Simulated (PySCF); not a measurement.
Bond stretch in CuH, singlet. Each curve is given relative to its own lowest point near equilibrium.

```json
[
 {"R / Å": "1.17", "A": "89.9", "B": "102.1", "C": "102.1", "D": "107.5"},
 {"R / Å": "1.26", "A": "34.3", "B": "43.5", "C": "43.5", "D": "48.3"},
 {"R / Å": "1.35", "A": "7.7", "B": "12.9", "C": "12.9", "D": "16.1"},
 {"R / Å": "1.41", "A": "0.8", "B": "3.3", "C": "3.3", "D": "5.2"},
 {"R / Å": "1.43", "A": "0.0", "B": "1.6", "C": "1.6", "D": "3.0"},
 {"R / Å": "1.49", "A": "1.0", "B": "0.0", "C": "0.0", "D": "0.0"},
 {"R / Å": "1.52", "A": "3.1", "B": "0.9", "C": "0.9", "D": "0.2"},
 {"R / Å": "1.57", "A": "8.5", "B": "4.5", "C": "4.5", "D": "2.7"},
 {"R / Å": "1.65", "A": "20.9", "B": "14.3", "C": "14.3", "D": "11.0"},
 {"R / Å": "1.72", "A": "34.5", "B": "26.0", "C": "26.0", "D": "21.5"},
 {"R / Å": "1.83", "A": "58.9", "B": "48.1", "C": "48.1", "D": "41.8"},
 {"R / Å": "2.00", "A": "104.5", "B": "86.9", "C": "86.9", "D": "77.7"},
 {"R / Å": "2.21", "A": "161.1", "B": "136.6", "C": "136.7", "D": "123.4"},
 {"R / Å": "2.47", "A": "199.7", "B": "184.6", "C": "194.8", "D": "175.8"},
 {"R / Å": "2.67", "A": "215.7", "B": "209.3", "C": "234.9", "D": "211.5"},
 {"R / Å": "2.97", "A": "228.1", "B": "232.4", "C": "286.9", "D": "257.1"},
 {"R / Å": "3.31", "A": "234.2", "B": "245.8", "C": "334.6", "D": "298.3"},
 {"R / Å": "3.63", "A": "236.6", "B": "251.9", "C": "370.4", "D": "328.8"},
 {"R / Å": "4.02", "A": "237.8", "B": "255.3", "C": "404.5", "D": "357.0"},
 {"R / Å": "4.49", "A": "238.3", "B": "256.9", "C": "434.9", "D": "381.4"},
 {"R / Å": "5.26", "A": "238.6", "B": "257.7", "C": "467.5", "D": "406.3"},
 {"R / Å": "5.94", "A": "238.6", "B": "257.8", "C": "485.3", "D": "418.9"}
]
```

Energies in kJ/mol.

Match the curves with the methods restricted B3LYP/LANL2DZ, with its core potentials past Ne (PySCF); PySCF with restricted CAM-B3LYP/def2-TZVP; PySCF 2.14.0 with unrestricted CAM-B3LYP/def2-TZVP; MP2 on UHF/def2-TZVP, 5 core orbitals frozen run with PySCF 2.14.0.

A is UMP2; B is UKS-CAM-B3LYP; C is RKS-CAM-B3LYP; D is RKS-B3LYP/LANL2DZ.

The restricted form behind RKS-B3LYP/LANL2DZ, RKS-CAM-B3LYP keeps the bonding electrons paired and can't separate into open-shell fragments. At the longest distance RKS-CAM-B3LYP leaves fractional charges on the fragments, a sign of delocalisation error or of the restricted form. The unrestricted determinant behind UKS-CAM-B3LYP is spin-contaminated at 2.21 to 5.94 Å (<S²> up to 1.0, against 0.00 for a pure singlet). The unrestricted determinant behind UMP2 is spin-contaminated at 2.00 to 5.94 Å (<S²> up to 1.0, against 0.00 for a pure singlet).
